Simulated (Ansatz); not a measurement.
Start from `[NH2][SnH3]` and change one element to get CH₃NH₂.

Ansatz, PBE0-D4/def2-TZVP geometries, multiplicity 1. 

Elements past krypton have def2 core potentials.

```
                                          property  `[NH2][SnH3]`
                 HOMO energy (PBE/def2-TZVPP) / eV          -5.80
               HOMO energy (B3LYP/def2-TZVPP) / eV          -6.97
                HOMO energy (PBE0/def2-TZVPP) / eV          -7.21
size of the dipole moment (ωB97M-V/def2-TZVPP) / D           1.09
              HOMO–LUMO gap (PBE0/def2-TZVPP) / eV           7.03
             HOMO–LUMO gap (B3LYP/def2-TZVPP) / eV           6.50
```

Task: Give the same properties after the change, and the shifts. (An estimate is asked.)

Result: Computed: 
| property | CH₃NH₂ | shift |
| --- | --- | --- |
| HOMO energy (PBE/def2-TZVPP) / eV | -5.27 | 0.53 |
| HOMO energy (B3LYP/def2-TZVPP) / eV | -6.56 | 0.41 |
| HOMO energy (PBE0/def2-TZVPP) / eV | -6.79 | 0.42 |
| size of the dipole moment (ωB97M-V/def2-TZVPP) / D | 1.31 | 0.22 |
| HOMO–LUMO gap (PBE0/def2-TZVPP) / eV | 7.96 | 0.93 |
| HOMO–LUMO gap (B3LYP/def2-TZVPP) / eV | 7.34 | 0.84 |

With PBE0 the HOMO rises by 0.42 eV and the LUMO rises by 1.34 eV, so the gap widens by about 0.92 eV. PBE moves the HOMO by 0.53 eV and ωB97M-V by 0.33 eV. Dipoles are sizes alone; their direction can turn.

B3LYP here is the variant with VWN-RPA as its local correlation; programs differ in this.
